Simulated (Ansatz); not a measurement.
Job for Ansatz (an electronic-structure program): R-B3LYP/def2-TZVPP on CH5BOS (SMILES CB(O)S), a point of a torsion scan.

Ansatz 0.2 input:
```yaml
crystal:
  periodic: [false, false, false]
  atoms:
    - {symbol: C, position_ang: [-0.75663097, -0.59152531, -0.11185348]}
    - {symbol: B, position_ang: [0.33870952, 0.55636106, 0.02516528]}
    - {symbol: O, position_ang: [0.07383666, 1.83195138, 0.32927904]}
    - {symbol: S, position_ang: [2.09370141, 0.18414592, -0.23466446]}
    - {symbol: H, position_ang: [-0.57720241, -1.39709237, 0.59843275]}
    - {symbol: H, position_ang: [-1.76734695, -0.22492370, 0.06063681]}
    - {symbol: H, position_ang: [-0.73839940, -1.04229428, -1.10280283]}
    - {symbol: H, position_ang: [-0.83647291, 2.08603652, 0.47705556]}
    - {symbol: H, position_ang: [1.94816012, -1.10873374, -0.49999397]}
basis:
  gaussian:
    orbitals: def2-TZVPP
hamiltonian:
  xc: {name: B3LYP}
scf: {lower_state_search: off}
```

The log:

```
WARN ansatz: RAYON_NUM_THREADS=1 ignored (pool sized by the plan → 1); use --threads N
Functional definition: B3LYP
these checks for a lower state are left out or cut short: stability, starts, cluster_reference, orbital_swaps, neighbouring_geometries, increment
integrals: 0.11 GiB planned
1091 factors; their error is unknown
mean field: 0.99 GiB planned
mean field evaluation 1: about -14672.4288 eV, gradient 7.2e1 eV
mean field evaluation 2: about -14661.5124 eV, gradient 1.0e2 eV
mean field evaluation 4: about -14682.4333 eV, gradient 5.1e0 eV
mean field evaluation 8: about -14682.4866 eV, gradient 7.3e-2 eV
mean field evaluation 16: about -14682.4904 eV, gradient 1.4e-5 eV
mean field -14682.49039816 eV, -539.5715699831 hartree, gradient 3.8e-6 eV, S^2 0.000000; 0 other end points of the search recorded, 0 dependent functions left out
reference -14682.49064534 eV, -539.5715790667 hartree; 20, 20 occupied and 185, 185 virtual orbitals, 1091 factors
Total energy: -14682.49064534 eV, -539.5715790667 hartree
Checks for a lower state left out: stability, starts, cluster_reference, orbital_swaps, neighbouring_geometries, increment
```

Self-consistency was reached.

Cost: very roughly 5 core-seconds.
